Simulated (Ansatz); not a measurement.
Gas-phase electronic energies from Ansatz, PBE0-D4/def2-TZVP geometries. CCSD(T)/CBS is the MP2 limit (def2-TZVPP, def2-QZVPP) plus CCSD(T) − MP2 in def2-TZVPP, frozen cores. Functionals use def2-TZVPP. B3LYP here is the variant with VWN-RPA as its local correlation; programs differ in this. HSE06 is defined as in plane-wave codes. For Ga, Ge outer-core shells are correlated without core-valence functions, which leaves a few kJ/mol of doubt a bond. Scalar relativity is left out up to krypton. Each species was taken in one conformer, which may not be the lowest.

Consider the redistribution: `[SiH3][SiH2][GaH2]` + `[F][GeH2][O][SiH3]` → `[SiH3]O[SiH2][SiH3]` + `[F][GeH2][GaH2]`.

| level | ΔE (kJ/mol) | difference from CCSD(T)/CBS |
| --- | --- | --- |
| LDA (SPW92) | -42.9 | 1.9 |
| PBE-D4 | -41.2 | 3.6 |
| revPBE-D4 | -40.3 | 4.5 |
| BLYP-D4 | -51.7 | -6.9 |
| r2SCAN-D4 | -43.6 | 1.2 |
| B97M-V | -39.8 | 5.0 |
| PBE0-D4 | -42.7 | 2.1 |
| B3LYP-D4 | -52.6 | -7.8 |
| r2SCANh-D4 | -44.3 | 0.5 |
| r2SCAN0-D4 | -45.2 | -0.4 |
| HSE06-D4 | -42.4 | 2.4 |
| BHLYP-D4 | -54.0 | -9.2 |
| CAM-B3LYP-D4 | -53.3 | -8.5 |
| ωB97X-V | -45.2 | -0.4 |
| ωB97M-V | -49.0 | -4.2 |
| B2PLYP | -47.5 | -2.7 |
| PBE-QIDH | -40.7 | 4.1 |
| PBE | -41.0 | 3.8 |
| revPBE | -39.5 | 5.3 |
| BLYP | -51.4 | -6.6 |
| r2SCAN | -43.3 | 1.5 |
| r2SCANh | -44.0 | 0.8 |
| r2SCAN0 | -45.0 | -0.2 |
| HSE06 | -42.1 | 2.7 |
| BHLYP | -54.4 | -9.6 |
| RPA@PBE/def2-TZVPP | -40.3 | 4.5 |
| HF/def2-SVP | -37.8 | 7.0 |
| MP2/def2-SVP | -20.7 | 24.1 |
| CCSD/def2-SVP | -24.2 | 20.6 |
| CCSD(T)/def2-SVP | -22.1 | 22.7 |
| HF/def2-TZVPP | -52.6 | -7.8 |
| MP2/def2-TZVPP | -40.1 | 4.7 |
| SCS-MP2/def2-TZVPP | -42.5 | 2.3 |
| CCSD(T)/def2-TZVPP | -39.7 | 5.1 |
| HF/def2-QZVPP | -53.8 | -9.0 |
| MP2/def2-QZVPP | -43.5 | 1.3 |
| SCS-MP2/def2-QZVPP | -45.3 | -0.5 |
| HF/CBS(def2) | -53.9 | -9.1 |
| MP2/CBS(def2) | -45.3 | -0.5 |
| CCSD/CBS(def2) | -48.0 | -3.2 |
| CCSD(T)/CBS | -44.8 | 0 |

Q: What do rigid-rotor, harmonic-oscillator terms from PBE0-D4/def2-TZVP frequencies (298.15 K, 1 bar) make of the CCSD(T)/CBS value? (An estimate is asked.)

A: Computed: ΔZPE = +0.5 kJ/mol, ΔH = -44.1 kJ/mol, ΔS = 4 J/(mol·K), ΔG = -45.3 kJ/mol. Modes under 50 cm⁻¹ make the entropy rough.

Largest T1 diagnostic among the species: 0.014.

At CCSD(T), def2-SVP lies +22.7 kJ/mol from the extrapolated value and def2-TZVPP +5.1 kJ/mol. From BLYP to BHLYP (50 % exact exchange), in def2-TZVPP and without D4, ΔE moves by −3.0 kJ/mol.
